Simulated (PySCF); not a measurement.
**Name the molecule from its bond curve**

A diatomic of charge 0 contains Sb. Its triplet curve at PBE0 in a triple-zeta basis (scalar-relativistic core potentials, PySCF), in eV from the separated fragments:

```
R (Å)  E (eV)
1.655  -2.767
1.732  -3.513
1.810  -3.908
1.867  -4.044
1.925  -4.079
1.983  -4.039
2.060  -3.904
2.156  -3.648
2.272  -3.273
2.425  -2.733
```

The fit gives ωe = 614 cm⁻¹ and the rotational constant Bₑ = 0.2784 cm⁻¹.

Q: Which atom is the partner?

A: The minimum lies at 1.920 Å, so the reduced mass is 16.8576 u Å² cm⁻¹/(Bₑ·Re²) = 16.43 u. With Sb at 120.90 u the partner weighs about 19.0 u: F. The molecule is SbF.

Spin–orbit coupling is left out. The state is the lowest determinant that a PBE0 search found; another state may lie lower at other levels.
